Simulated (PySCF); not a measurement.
**Basis and Hamiltonian dependence of the excitation energy of C²⁺**

C²⁺ [He] 2s2 (1S) → C²⁺ [He] 2p2 (3P). All values are computed (PySCF 2.14, energy differences of UHF-based or UKS calculations, no spin-orbit coupling). Values in eV.

| basis | Hamiltonian | functions | UHF | r2SCAN | PBE0 | MP2 (valence) | CCSD(T) (valence) | CCSD(T) (valence and next inner shell) |
| --- | --- | --- | --- | --- | --- | --- | --- | --- |
| aug-cc-pVDZ | non-relativistic | 23 | 15.461 | 14.218 | 14.646 | 16.432 | 17.281 | n/a |
| aug-cc-pwCVDZ | non-relativistic | 27 | 15.549 | 14.305 | 14.761 | 16.554 | 17.391 | 17.321 |
| ANO-RCC-VTZP | spin-free X2C | 30 | 15.405 | 14.130 | 14.577 | 16.386 | 17.159 | 17.070 |
| x2c-TZVPPall | spin-free X2C | 31 | 15.410 | 14.145 | 14.589 | 16.381 | 17.151 | 17.079 |
| dyall-av2z | non-relativistic | 42 | 15.386 | 14.137 | 14.568 | 16.408 | 17.217 | n/a |
| cc-pVQZ | non-relativistic | 55 | 15.386 | n/a | n/a | 16.419 | 17.158 | n/a |
| x2c-QZVPPall | spin-free X2C | 57 | 15.410 | 14.141 | 14.595 | 16.428 | 17.169 | 17.048 |
| def2-QZVPPD | non-relativistic | 63 | 15.373 | 14.105 | 14.558 | 16.391 | 17.133 | 17.013 |
| dyall-av3z | non-relativistic | 71 | 15.373 | 14.110 | 14.559 | 16.411 | 17.163 | n/a |
| dyall-av3z | spin-free X2C | 71 | 15.410 | 14.147 | 14.596 | 16.448 | 17.199 | n/a |
| aug-cc-pCVTZ-DK with one added diffuse shell each of s, p, d, f type | spin-free X2C | 75 | 15.462 | 14.194 | 14.648 | 16.471 | 17.222 | 17.130 |
| aug-cc-pVQZ | non-relativistic | 80 | 15.386 | 14.124 | 14.568 | 16.421 | 17.158 | n/a |
| aug-cc-pwCVQZ | non-relativistic | 109 | 15.385 | 14.119 | 14.567 | 16.428 | n/a | n/a |

Frozen in the all-electron rows: valence: 1s2; valence and next inner shell: nothing.
